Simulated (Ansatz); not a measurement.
```xyz
8

C    -0.4860   -0.3521   -2.4518
C    -0.3888   -0.3915   -1.2472
Al   -0.2262   -0.4377    0.6376
N     0.6764    0.7829    1.5098
F    -0.9461   -1.6490    1.4882
H    -0.5741   -0.3208   -3.5144
H     0.7982    0.8120    2.5083
H     1.1466    1.5563    1.0695
```

Charge 0, multiplicity 1.

Q: List the r2SCAN/def2-TZVPP orbital energies in eV (the Gaussian-basis code of Ansatz). (An estimate is asked.)

A: Ansatz gave: Occupied: -1517.22, -665.12, -384.78, -273.37, -272.78, -110.73, -71.07, -70.88, -70.83, -29.86, -21.83, -19.44, -14.11, -12.40, -11.84, -10.40, -10.20, -9.87, -9.37, -7.52, -7.40, -6.65. Lowest empty: -1.30, -0.64, -0.25, 1.65, 1.89, 2.29, 2.67, 3.08.
